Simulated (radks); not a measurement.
Task: Species: Hg4+. Configuration: [Xe] 4f14 5d7.75 5f0.25 (fractional occupations, a model configuration). Calculated with a radial shooting solver on a logarithmic mesh with Libxc functionals: scalar-relativistic Kohn-Sham, SOGGA, spin-polarised, spherical densities, finite nucleus; open shells are filled with parallel spins first (spin-orbit coupling, left out, can overturn this in heavy ions); Fermi nuclear charge, rms radius 5.4648 fm. Some entries of the table are withheld. Estimate them.

| orbital | occ. | eigenvalue (Ry) | <1/r> (bohr^-1) | r(max) (bohr) |
|---|---|---|---|---|
| 1s up | 1 | -6112.129 | 97.49 | 0.01023 |
| 1s down | 1 | -6112.129 | 97.49 | 0.01023 |
| 2s up | 1 | -1086.602 | 22.88 | 0.05917 |
| 2s down | 1 | -1086.587 | 22.88 | 0.05917 |
| 2p up | 3 | -938.0178 | 20.28 | 0.04907 |
| 2p down | 3 | -938.0052 | 20.28 | 0.04907 |
| 3s up | 1 | -260.8142 | 8.481 | 0.1668 |
| 3s down | 1 | -260.8072 | 8.481 | 0.1668 |
| 3p up | 3 | -217.8613 | 7.719 | 0.1664 |
| 3p down | 3 | -217.8538 | 7.719 | 0.1664 |
| 3d up | 5 | -172.5530 | 7.259 | 0.1355 |
| 3d down | 5 | -172.5413 | 7.259 | 0.1355 |
| 4s up | 1 | -60.35688 | 3.642 | 0.3758 |
| 4s down | 1 | -60.34155 | 3.642 | 0.3758 |
| 4p up | 3 | -46.26491 | 3.285 | 0.3958 |
| 4p down | 3 | -46.25025 | 3.284 | 0.3959 |
| 4d up | 5 | -29.51743 | 2.947 | 0.4028 |
| 4d down | 5 | -29.50030 | 2.947 | 0.4028 |
| 5s up | 1 | -12.55814 | 1.511 | 0.8270 |
| 5s down | 1 | -12.46012 | 1.516 | 0.8254 |
| 4f up | 7 | -10.94496 | 2.535 | 0.3663 |
| 4f down | 7 | -10.92172 | 2.537 | 0.3663 |
| 5p up | 3 | -8.72906 | (1) | 0.9254 |
| 5p down | 3 | -8.61032 | (2) | 0.9231 |
| 5d up | 5 | -4.36491 | 0.9762 | 1.131 |
| 5d down | 2.75 | -4.22965 | 0.9768 | 1.128 |
| 5f up | 0.25 | -1.41446 | 0.4191 | 2.477 |

Result: 
(1) 5p up <1/r> (bohr^-1): 1.295
(2) 5p down <1/r> (bohr^-1): 1.299
